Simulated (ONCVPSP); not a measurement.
# zinc ONCV: all-electron and pseudo phase curves

* Element: zinc (Zn)
* Generator: ONCVPSP 4.0.1
* Type: optimised norm-conserving Vanderbilt (ONCV)
* Functional: PBEsol
* Relativity: scalar-relativistic
* Frozen core: [Ar]
* Valence charge: 12
* Reference configuration: 3d10 4s2
* Partial waves: 4s: rc 2.15 bohr, ncon 4, nbas 9, qcut 2.9 1/bohr, 3 projectors, debl 1.1 Ha; p scattering state at 0.36 Ha: rc 2.25 bohr, ncon 3, nbas 7, qcut 3.9 1/bohr, 2 projectors, debl 2.6 Ha; 3d: rc 1.20 bohr, ncon 3, nbas 8, qcut 12.6 1/bohr, 2 projectors, debl 2.9 Ha
* Local potential: polynomial inside 0.75 bohr (lpopt 5, dvloc0 0 Ha)
* Core correction: Teter function, fcfact 5.5, rcfact 1.25

In the p channel the program set the typed energies aside and used 0.050, 2.650 Ha.

The phase is arctan(r·R′/R) of the radial function R(r), unwrapped; energies in Ha, scanned from -2 to 5 Ha. A pole is an energy at which the radial function vanishes at the test radius. The pseudo phase is shifted by a multiple of π to meet the all-electron one at the reference energy, and phase errors are pseudo minus all-electron; the curves can meet again beyond the range given. Levels narrower than the energy grid can be missing from the lists of poles.

Question: For each channel, where are the poles, and over which energies does the pseudopotential scatter like the atom?

Answer:

```csv
channel,radius (bohr),reference energy (Ha),"poles, all-electron","poles, pseudo",unbroken range about the reference energy with phases within 0.05 rad,phase error 1 Ha above the reference energy (rad)
s,2.19,-0.22,1.13,1.13,the whole range,+0.000
p,2.28,0.05,1.55,"1.46, 1.63",below 1.5,-0.003
d,1.22,-0.37,0.58,0.58,the whole range,+0.000
```

Note: ghosts flagged at negative energy: s at -71.9 eV; GHOST(+) flagged for p at 41.9 eV. A true bound ghost makes a file unfit for plane-wave use.

Phases in the s channel:

| E (Ha) | all-electron | pseudo |
| --- | --- | --- |
| -1.98 | 1.203 | 1.203 |
| -1.80 | 1.169 | 1.169 |
| -1.62 | 1.124 | 1.124 |
| -1.44 | 1.065 | 1.065 |
| -1.26 | 0.983 | 0.983 |
| -1.08 | 0.862 | 0.862 |
| -0.90 | 0.673 | 0.673 |
| -0.72 | 0.366 | 0.366 |
| -0.54 | -0.088 | -0.088 |
| -0.36 | -0.568 | -0.568 |
| -0.18 | -0.914 | -0.914 |
| 0.00 | -1.129 | -1.129 |
| 0.18 | -1.266 | -1.266 |
| 0.36 | -1.359 | -1.359 |
| 0.54 | -1.427 | -1.427 |
| 0.72 | -1.480 | -1.480 |
| 0.90 | -1.524 | -1.524 |
| 1.08 | -1.561 | -1.561 |
| 1.26 | -1.594 | -1.594 |
| 1.44 | -1.626 | -1.626 |
| 1.62 | -1.657 | -1.657 |
| 1.80 | -1.690 | -1.690 |
| 1.98 | -1.725 | -1.725 |
| 2.16 | -1.766 | -1.766 |
| 2.34 | -1.815 | -1.815 |
| 2.52 | -1.879 | -1.879 |
| 2.70 | -1.968 | -1.968 |
| 2.88 | -2.102 | -2.102 |
| 3.06 | -2.324 | -2.325 |
| 3.24 | -2.715 | -2.718 |
| 3.42 | -3.289 | -3.295 |
| 3.60 | -3.788 | -3.794 |
| 3.78 | -4.083 | -4.088 |
| 3.96 | -4.252 | -4.257 |
| 4.14 | -4.357 | -4.362 |
| 4.32 | -4.428 | -4.433 |
| 4.50 | -4.479 | -4.484 |
| 4.68 | -4.518 | -4.523 |
| 4.86 | -4.549 | -4.554 |
